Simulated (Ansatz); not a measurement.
`C#CC` + `BN[SiH2][SiH3]` → `BN(C)[SiH2][SiH3]` + `C#C` at 600 K and 1 bar (substitution at a C–C bond).

Calculated with Ansatz (gas phase, PBE0-D4/def2-TZVP geometries, no zero-point term in ΔE). CCSD(T)/CBS is the MP2 limit (def2-TZVPP, def2-QZVPP) plus CCSD(T) − MP2 in def2-TZVPP, frozen cores. This one scheme is used for every species. Each species was taken in one conformer, which may not be the lowest.

```
            species  CCSD(T)/CBS energy (Eh)  H − E (kJ/mol)  S (J/(mol·K))
             `C#CC`               -116.49627           182.1          298.5
   `BN[SiH2][SiH3]`               -662.50812           279.8          460.1
`BN(C)[SiH2][SiH3]`               -701.75815           365.9          500.8
              `C#C`                -77.22717            96.2          235.4
```

H − E and S are ideal-gas, rigid-rotor, harmonic terms from PBE0-D4/def2-TZVP, for one conformer and one mirror image of each species. 1 Eh = 2625.50 kJ/mol, R = 8.31446 J/(mol·K).

**Question.** By hand: ΔE, ΔH, ΔS and ΔG.

**Answer.** ΔE = (-701.75815) + (-77.22717) − (-116.49627) − (-662.50812) = 0.01907 Eh = 50.1 kJ/mol. Δ(H − E) = 365.9 + 96.2 − 182.1 − 279.8 = 0.2, so ΔH = 50.3 kJ/mol. ΔS = 500.8 + 235.4 − 298.5 − 460.1 = -22.4 J/(mol·K). ΔG = 50.3 − 600 × (-22.4)/1000 = 63.7 kJ/mol.

**Question.** By hand: the equilibrium constant, and the temperature at which ΔG would vanish if ΔH and ΔS stayed fixed.

**Answer.** log₁₀ K = −ΔG/(RT ln 10) = -5.5. ΔH and −TΔS have one sign here, so there is no such temperature.

ΔH outweighs TΔS. A doubt of 5 kJ/mol in ΔE shifts log₁₀ K by 0.4 here. Other conformers and mirror images would add mixing entropy, several J/(mol·K) or more a flexible species. Modes under 60 cm⁻¹, often nearly free rotors, make the harmonic entropy too high. These are equilibria of isolated gas molecules and say nothing of rates. Largest T1 diagnostic: 0.013 (customary marks: 0.02 for closed shells, 0.045 for open ones).
